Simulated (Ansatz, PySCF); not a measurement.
Gas-phase reaction (SMILES): CCB(OC)OC [ethyl(dimethoxy)borane] + [H][H] (H2) → COBOC [dimethoxyborane] + CC (C2H6) [ethane]; hydrogen cleaves one B-C bond, a model of a ligand-exchange step.

Geometries: B3LYP-D3(BJ)/def2-TZVP minima from Ansatz (a first-principles code), one conformer each, not searched for the lowest. Cores are frozen in the correlated levels unless marked. No spin-orbit coupling. No relativistic terms. Basis-set limits of correlation are two-point, X^-3; Hartree-Fock from the larger set. [CCSD(T)-MP2]/basis is that difference in the basis named. Thermal terms are rigid-rotor harmonic-oscillator values from B3LYP-D3(BJ) frequencies (Ansatz or PySCF) at 298.15 K and 1 atm. 1 Eh = 627.5095 kcal/mol.

| species | E, RI-MP2/CBS(cc-pVTZ,cc-pVQZ)+[CCSD(T)-MP2]/cc-pVTZ (Ansatz) (Eh) | E, PBE-D3(BJ)/def2-TZVPD (Ansatz + dftd3) (Eh) | H - E (Eh) |
|---|---|---|---|
| CCB(OC)OC | -334.05260 | -334.13893 | 0.16584 |
| [H][H] (H2) | -1.17529 | -1.16598 | 0.01336 |
| COBOC | -255.52801 | -255.58856 | 0.10627 |
| CC (C2H6) | -79.71807 | -79.73427 | 0.07887 |

### Question
Work out ΔE and ΔH at 298.15 K at the first level, then ΔH at the second.

### Answer

1. ΔE = [(-255.52801) + (-79.71807)] - [(-334.05260) + (-1.17529)] = -0.01819 Eh = -11.4 kcal/mol at RI-MP2/CBS(cc-pVTZ,cc-pVQZ)+[CCSD(T)-MP2]/cc-pVTZ.
2. The terms H - E add up to 0.00594 Eh, so ΔH = (-0.01819 + (0.00594))×627.5095 = -7.7 kcal/mol.
3. At PBE-D3(BJ)/def2-TZVPD the same steps give ΔE = -11.2 and ΔH = -7.5 kcal/mol, a shift of +0.2 from the first level.
4. These values are not checked against measurement here, since the tables used lack a sound gas-phase enthalpy of formation for at least one species.
